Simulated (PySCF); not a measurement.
ReO3, SMILES [O]=[Re](=[O])=[O] (connectivity only; charge and spin as stated), neutral, multiplicity 2.

Geometry: r2SCAN-D4/def2-TZVP. The multiplicity is an assumed one; other spin states were not compared. The isomer is the one that the SMILES or the coordinates give; other isomers of the formula were not compared. The def2 effective core potentials stand for the cores of Re; spin–orbit coupling is left out.

Level of theory: PySCF with r2SCAN-D4/def2-TZVP.

Frequencies are harmonic and unscaled.

Modes within 1.5 cm⁻¹ of each other (mostly degenerate sets) share a row, with their intensities summed.

Computed vibrational spectrum:
```tsv
mode	ν (cm⁻¹)	IR (km/mol)	moving atoms (share of kinetic energy)
1	208	14.3	O 81 %, Re 19 %
2–3	325	3.1	O 93 %
4–5	998	307.3	O 88 %, Re 12 %
6	1039	7.8	O 98 %
```
